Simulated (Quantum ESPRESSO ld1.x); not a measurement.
The numbers below are computed, except where a source is named.
All-electron atom: Au22+ in [Kr] 4d10 4f11.

Level of theory: Dirac Kohn-Sham, PBE, spin-unpolarised, spherical densities, point nucleus; open shells fill j = l - 1/2 first (ld1.x of Quantum ESPRESSO 7.5).

Energy parts (hartree):
| part | energy |
|---|---|
| total | -18848.95 |
| kinetic | 21686.08 |
| electron-nucleus | -46223.36 |
| Hartree | 6031.35 |
| exchange-correlation | -343.03 |

Orbitals (lengths in bohr, moments of r in powers of bohr; <r^-3> diverges for s and p1/2):
| orbital | occ. | eigenvalue (hartree) | <r^4> | <1/r> | <r^-3> | small-component weight |
|---|---|---|---|---|---|---|
| 1s1/2 | 2 | -2986.29 | 4.244e-07 | 95.84 | - | 9.01e-02 |
| 2s1/2 | 2 | -544.524 | 0.00006179 | 23.55 | - | 2.06e-02 |
| 2p1/2 | 2 | -523.027 | 0.00003674 | 23.49 | - | 2.07e-02 |
| 2p3/2 | 4 | -455.527 | 0.00005693 | 19.14 | 20520 | 1.84e-02 |
| 3s1/2 | 2 | -145.012 | 0.002238 | 8.651 | - | 6.91e-03 |
| 3p1/2 | 2 | -135.372 | 0.001951 | 8.560 | - | 6.85e-03 |
| 3p3/2 | 4 | -120.441 | 0.002690 | 7.427 | 4783 | 6.18e-03 |
| 3d3/2 | 4 | -104.487 | 0.001781 | 7.324 | 835.4 | 6.07e-03 |
| 3d5/2 | 6 | -101.275 | 0.001962 | 7.065 | 693.0 | 5.89e-03 |
| 4s1/2 | 2 | -47.6411 | 0.04710 | 3.716 | - | 2.41e-03 |
| 4p1/2 | 2 | -43.5060 | 0.04944 | 3.613 | - | 2.32e-03 |
| 4p3/2 | 4 | -39.7723 | 0.06585 | 3.229 | 1207 | 2.08e-03 |
| 4d3/2 | 4 | -32.9965 | 0.07291 | 3.051 | 193.4 | 1.91e-03 |
| 4d5/2 | 6 | -32.2769 | 0.07903 | 2.965 | 157.6 | 1.84e-03 |
| 4f5/2 | 6 | -23.5537 | 0.09168 | 2.686 | 35.88 | 1.55e-03 |
| 4f7/2 | 5 | -23.3840 | 0.09493 | 2.656 | 34.29 | 1.52e-03 |
| 5s1/2 | 0 | -21.8212 | 0.6620 | 1.786 | - | 8.89e-04 |
| 5p1/2 | 0 | -20.1690 | 0.7578 | 1.715 | - | 8.40e-04 |
| 5p3/2 | 0 | -19.0788 | 0.9381 | 1.591 | 361.6 | 7.83e-04 |

The highest occupied level is 4f7/2 at -636.31 eV. For comparison, the ionisation energy in NIST's Atomic Spectra Database is 650 eV (theoretical). In exact Kohn-Sham theory the highest level is minus the ionisation energy, but local and semilocal functionals leave it too shallow, through self-interaction and a potential that decays too fast; potentials with the right tail come closer. Summed over all electrons, <r^2> = 7.046 bohr^2, which gives a Langevin (diamagnetic) susceptibility term of -5.58 x 10^-6 cm^3/mol. The density falls to 0.001 e/bohr^3 at r = 1.41 bohr.

Beside tabulated values, note that spin-unpolarised runs miss the spin-polarisation part of the exchange energy of open shells.
